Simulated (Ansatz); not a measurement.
Pulling on the Cd1–F2 bond in CdF2 (SMILES [F][Cd][F]) (multiplicity 1 held, fragments rigid). Energies count from the point at 1.933 Å.
Geometry at that point (charge 0, multiplicity 1):
```xyz
3

Cd     0.00000     0.00000     0.00000
F      0.00000     0.00000    -1.93349
F      0.00000     0.00000     1.93349
```

R- and RO- levels are restricted; in cc, def2 and unpolarised 6-31G sets they are followed outwards from rest. Active spaces are followed from a long bond inwards. Levels need not reach the same state.

Correlated levels freeze the cores.

The values were computed with Ansatz (Gaussian orbitals). Each number belongs to the level named beside it. In def2 rows elements past Kr take small-core potentials, without spin–orbit coupling.

Problem. Give the energy at R = 6.187 Å at the level R-MP2/def2-SVP.

Solution. 492 kJ/mol

Problem. Estimate the energy at R = 6.187 Å that R-HF/def2-SVP returns for this input.

Solution. 747 kJ/mol

Problem. What is the computed energy at R = 6.187 Å (FIC-MRCISD+Q on CASSCF(6,4)/def2-SVP)?

Solution. 394 kJ/mol

Doubts at one or more of the structures used: a restricted determinant that unrestricted orbitals would lower (R-HF/def2-SVP, R-MP2/def2-SVP); active orbitals that take no part (FIC-MRCISD+Q on CASSCF(6,4)/def2-SVP).

Ansatz is an electronic-structure program.
